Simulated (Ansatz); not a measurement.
Energy needed to pull apart CH4GeO (SMILES [CH2]1[O][GeH2]1), closed shell, into free ground-state atoms, from the structure below (displaced at random from a GFN2-xTB minimum); no zero-point or spin–orbit terms; open-shell atoms are treated unrestricted, in their ground-state multiplicity.

| atom | x (Å) | y (Å) | z (Å) |
| --- | --- | --- | --- |
| C1 | -0.6122 | -0.4374 | -0.6098 |
| O2 | -0.7159 | -0.4790 | 0.6600 |
| Ge3 | 0.8456 | 0.6064 | 0.2024 |
| H4 | -1.3450 | 0.1274 | -1.1714 |
| H5 | -0.2216 | -1.3686 | -1.1949 |
| H6 | 0.2822 | 1.7618 | 0.9687 |
| H7 | 1.6744 | -0.2399 | 1.0595 |

Computed with Ansatz 0.2.0 (basis: def2-TZVPP); correlated methods freeze the cores. Filled d shells of the heavier atoms are correlated. The def2 sets are not built for correlating such inner shells, so the correlated values are less sure here.

```csv
method,atomization energy (eV)
SPW92,27.09
PBE-D4,?
r2SCAN-D4,23.18
PBE0-D4,22.87
LC-wPBE,?
wB97M-V,22.84
HF,14.99
MP2,22.76
CCSD,21.89
CCSD(T),22.41
```

(1) What does LC-wPBE give? (Judge from chemistry; the value comes from the calculation.)

(2) What does PBE-D4 give? (An estimate is asked for; the value comes from the calculation.)

The T1 diagnostic stays at or below 0.016. The restricted Hartree–Fock reference is unstable towards an unrestricted one here.

Answers

(1) The calculation gives: 22.65 eV, which is about 0.24 eV more than CCSD(T)/def2-TZVPP.

(2) By the calculation: 23.58 eV, which is about 1.17 eV more than CCSD(T)/def2-TZVPP.

In triple zeta the MP2 and coupled-cluster atomization energies are still short of their basis limit by a few kcal/mol a bond, whereas those of the functionals are nearly converged, so these differences are not deviations from converged CCSD(T).

For scale, one of the runs: CCSD(T)/def2-TZVPP forces, 166 basis functions (an equivalent command: `ansatz run in.yaml --threads 4`). Time: 110 s of wall clock on 4 CPU threads; the host was shared. Peak host memory: 2.5 GiB.
